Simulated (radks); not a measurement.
Excited configurations of Mn16+: one electron is placed in a higher orbital outside [He] 2s2 2p4. The ground configuration is [He] 2s2 2p5. Method: scalar-relativistic Kohn-Sham, BLYP, spin-polarised, spherical densities, point nucleus; open shells are filled with parallel spins first; computed with a radial shooting solver on a logarithmic mesh with Libxc functionals. Excitation = E - E(ground); binding = E(ion) - E, where the ion is the core of charge +17; n* = 17/sqrt(2 binding) in atomic units. These energies are relativistic, and a one-electron ion of charge +17 with no core already has n* below n in this formula (scalar-relativistic equation, point nucleus: 3s 2.994, 3d 2.999, 4d 3.998, 4f 3.999, 5s 4.993, 5p 4.996, 6s 5.993, 6p 5.996, 6d 5.998, 6f 5.999, 7p 6.996, 7d 6.998). The quantum defect is therefore taken as that value minus n*, so that it holds no relativistic shift of the bare ion.

outer orbital  excitation (eV)  binding (eV)     n*  quantum defect  eigenvalue (eV)  <r> (bohr)
3s                      697.62        528.83  2.727           0.267          -513.65      0.6623
3d                      767.59        458.86  2.927           0.072          -440.27      0.5777
4d                      968.68        257.77  3.906           0.093          -249.70       1.175
4f                      978.57        247.88  3.983           0.016          -238.64       1.045
5s                      1048.6        177.81  4.702           0.291          -173.24       1.963
5p                      1054.7        171.77  4.784           0.212          -167.21       1.975
6s                      1104.8        121.64  5.686           0.308          -118.58       2.871
6p                      1108.2        118.20  5.768           0.228          -115.16       2.897
6d                      1112.3        114.19  5.868           0.130          -111.02       2.883
6f                      1114.6        111.81  5.930           0.069          -108.49       2.771
7p                      1140.1        86.368  6.747           0.248          -84.175       3.991
7d                      1142.5        83.932  6.845           0.153          -81.664       3.991

The Delta-SCF ionisation energy is 1226.5 eV (NIST Atomic Spectra Database: 1224 eV, semi-empirical). Self-interaction in the functional shifts the binding energies and quantum defects, so they are the method's values and not measured ones. Open shells are spherical and high-spin; term and fine-structure splittings are not resolved.
